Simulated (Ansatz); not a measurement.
A nudged elastic band was laid between two geometries of C₂H₈Sn (11 atoms, charge 0, multiplicity 1).

Level of theory: RKS BHLYP-D4/def2-SVP (Ansatz).

```json
{
  "movable images": "5",
  "climbing image": "yes",
  "spring": "5.0 eV/Å²",
  "optimiser": "quadratic models (default)",
  "start path": "through a guess of the saddle point",
  "force threshold": "0.03 eV/Å",
  "iteration limit": "60",
  "end points": "relaxed"
}
```

First end point:

```xyz
11
Properties=species:S:1:pos:R:3
Sn 0.313 0.076 -0.009
C 1.053 -0.134 2.003
H 0.219 -0.267 2.696
H 1.708 -1.005 2.072
H 1.616 0.752 2.299
H 1.628 0.301 -1.085
H -0.708 1.449 -0.106
C -0.787 -1.687 -0.574
H -1.625 -1.840 0.110
H -1.177 -1.586 -1.589
H -0.137 -2.564 -0.533
```

Last end point:

```xyz
11
Properties=species:S:1:pos:R:3
Sn -0.074 0.387 -1.142
C 1.419 -0.080 1.820
H 0.426 0.374 1.748
H 1.317 -1.129 2.103
H 1.994 0.459 2.574
H 1.956 -0.016 0.869
H -1.313 1.134 -0.111
C -0.795 -1.650 -0.700
H -0.884 -1.806 0.378
H -1.798 -1.763 -1.130
H -0.145 -2.416 -1.127
```

**Question.** Which bonds break or form, and what moves?

**Answer.** Bonds broken: Sn1–C2, Sn1–H6. Bonds formed: C2–H6. C2H8Sn becomes CH4 + CH4Sn.

**Question.** What energy profile does the band end with?

**Answer.** The forces met the threshold. The highest image is number 3 of 0 to 6, 257.6 kJ/mol above the first end and 231.3 kJ/mol above the last; the last end lies 26.3 kJ/mol above the first. Neighbouring images differ by up to 2.3 eV, so the band resolves the path poorly. A vibrational analysis at the climbing image gives one clearly imaginary mode, 1278i cm⁻¹: a first-order saddle point. The orbitals stay closed-shell, which can raise the energy where a bond breaks towards radicals; this wasn't checked here.

```json
{"image": "0", "path coordinate (Å)": "0.00", "energy (kJ/mol)": "0.0", "Sn1–C2 (Å)": "2.15", "Sn1–H6 (Å)": "1.71", "C2–H6 (Å)": "3.17"}
{"image": "1", "path coordinate (Å)": "0.65", "energy (kJ/mol)": "12.7", "Sn1–C2 (Å)": "2.13", "Sn1–H6 (Å)": "1.70", "C2–H6 (Å)": "2.91"}
{"image": "2", "path coordinate (Å)": "1.30", "energy (kJ/mol)": "108.0", "Sn1–C2 (Å)": "2.17", "Sn1–H6 (Å)": "1.67", "C2–H6 (Å)": "2.34"}
{"image": "3", "path coordinate (Å)": "1.94", "energy (kJ/mol)": "257.6", "Sn1–C2 (Å)": "2.49", "Sn1–H6 (Å)": "1.71", "C2–H6 (Å)": "1.77"}
{"image": "4", "path coordinate (Å)": "2.92", "energy (kJ/mol)": "33.9", "Sn1–C2 (Å)": "3.07", "Sn1–H6 (Å)": "2.33", "C2–H6 (Å)": "1.11"}
{"image": "5", "path coordinate (Å)": "3.89", "energy (kJ/mol)": "27.2", "Sn1–C2 (Å)": "3.34", "Sn1–H6 (Å)": "2.76", "C2–H6 (Å)": "1.10"}
{"image": "6", "path coordinate (Å)": "4.86", "energy (kJ/mol)": "26.3", "Sn1–C2 (Å)": "3.35", "Sn1–H6 (Å)": "2.89", "C2–H6 (Å)": "1.09"}
```

**Question.** What is the geometry of the highest image?

**Answer.** 
```xyz
11
Properties=species:S:1:pos:R:3
Sn 0.276 0.226 -0.580
C 1.116 -0.181 1.727
H 0.161 -0.503 2.144
H 1.855 -0.977 1.805
H 1.462 0.738 2.197
H 1.820 0.173 0.142
H -0.699 1.503 0.017
C -0.835 -1.633 -0.547
H -1.534 -1.629 0.291
H -1.385 -1.761 -1.479
H -0.133 -2.461 -0.433
```

The run took 5.5 min on 2 threads of Arm Neoverse N1, on a shared host, peak memory 0.2 GiB.
